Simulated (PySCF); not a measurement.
## BBr: mean field, correlation and small terms against distance

State: ¹Σ⁺, singlet, closed shell. RHF-based CCSD(T) in PySCF 2.14 with B cc-pVTZ, Br cc-pVTZ-PP with ECP10 and B cc-pVQZ, Br cc-pVQZ-PP with ECP10 (frozen core orbitals: 10; scalar-relativistic core potentials). Correlation energies are extrapolated as n⁻³ (n = 3, 4), Hartree–Fock as (n+1)·exp(−9√n). CV is the change on freezing 4 orbitals instead, in B cc-pwCVTZ, Br cc-pwCVTZ-PP with ECP10. All energies in eV from B + Br.

```tsv
R (Å)	HF/CBS	CCSD corr.	(T)	CV	total
1.6746	-2.439	-1.314	-0.1915	-0.0986	-4.043
1.7507	-2.811	-1.307	-0.1946	-0.0763	-4.389
1.8268	-2.990	-1.303	-0.1979	-0.0582	-4.549
1.9029	-3.034	-1.300	-0.2013	-0.0437	-4.580
1.9790	-2.984	-1.298	-0.2049	-0.0321	-4.519
2.0742	-2.832	-1.296	-0.2094	-0.0206	-4.358
2.1693	-2.618	-1.294	-0.2138	-0.0118	-4.137
```

A fit to the total gives Re = 1.8863 Å, De = 4.582 eV, ωe = 687.6 cm⁻¹, Be = 0.4904 cm⁻¹ (masses 11.0093 and 78.9183 u).

At R = 1.9029 Å the CCSD correlation energy is -0.260923 hartree in the smaller basis and -0.280432 in the larger. Extrapolate it.

(4³·E4 − 3³·E3)/(4³ − 3³) = -0.29467 hartree; the larger basis holds 95.2 % of it.

The T1 diagnostic is 0.019. The open-shell atoms are computed with UHF. Spin–orbit coupling, excitations beyond (T) and corrections to the Born–Oppenheimer picture are left out.
